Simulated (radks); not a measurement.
Spin polarisation of the 4d3 shell in Mo3+. Start: [Kr] 4d(up 1.5, down 1.5); electrons of 4d are moved from spin down to spin up, other shells keep equal spins. Calculated with a radial shooting solver on a logarithmic mesh with Libxc functionals: scalar-relativistic Kohn-Sham, PBE, spin-polarised, spherical densities, finite nucleus; Fermi nuclear charge, rms radius of each element as measured or else 0.836 A^(1/3) + 0.57 fm.

[
 {"moment (Bohr magnetons)": "0", "E - E(0) (eV)": "0.000", "e(4d up) (eV)": "-32.906", "e(4d down) (eV)": "-32.906", "4p down minus up (eV)": "0.000", "4s down minus up (eV)": "0.000", "3d down minus up (eV)": "0.000"},
 {"moment (Bohr magnetons)": "0.75", "E - E(0) (eV)": "-0.117", "e(4d up) (eV)": "-33.205", "e(4d down) (eV)": "-32.580", "4p down minus up (eV)": "0.591", "4s down minus up (eV)": "0.537", "3d down minus up (eV)": "0.091"},
 {"moment (Bohr magnetons)": "1.5", "E - E(0) (eV)": "-0.469", "e(4d up) (eV)": "-33.477", "e(4d down) (eV)": "-32.223", "4p down minus up (eV)": "1.184", "4s down minus up (eV)": "1.077", "3d down minus up (eV)": "0.181"},
 {"moment (Bohr magnetons)": "2.25", "E - E(0) (eV)": "-1.058", "e(4d up) (eV)": "-33.723", "e(4d down) (eV)": "-31.833", "4p down minus up (eV)": "1.783", "4s down minus up (eV)": "1.622", "3d down minus up (eV)": "0.272"},
 {"moment (Bohr magnetons)": "3", "E - E(0) (eV)": "-1.890", "e(4d up) (eV)": "-33.946", "e(4d down) (eV)": "-31.389", "4p down minus up (eV)": "2.391", "4s down minus up (eV)": "2.175", "3d down minus up (eV)": "0.362"}
]

At moment 3 the spin-polarisation energy is -1.890 eV and the 4d exchange splitting 2.556 eV, that is 0.852 eV per Bohr magneton; E = -I m^2/4 would give I = 0.840 eV.
